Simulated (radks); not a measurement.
Task: Neutral rhenium, [Xe] 4f14 5d5 6s2. Method: non-relativistic Kohn-Sham, exchange-only B88, spin-polarised, spherical densities, point nucleus; computed with a radial shooting solver on a logarithmic mesh with Libxc functionals. Every spin shell is full or empty, so the densities are truly spherical. Functionals are evaluated on that one density, not self-consistently. Rank these exchange functionals by their error against the exact value of the orbitals, and give that value: LDA, B88, revPBE, RPBE, PW91, PW86, OPTX, AM05, G96, revTPSS, SCAN, r2SCAN, MS2.

Result: Exact: -309.874 hartree. From best to worst, with 100 (|E| - |E exact|)/|E exact| (equal figures are ties): r2SCAN -0.09, RPBE -0.11, revPBE -0.14, SCAN +0.15, PW91 +0.16, B88 +0.18, PW86 -0.25, MS2 -0.56, G96 +0.57, revTPSS -0.80, OPTX +1.93, AM05 -3.60, LDA -3.81.
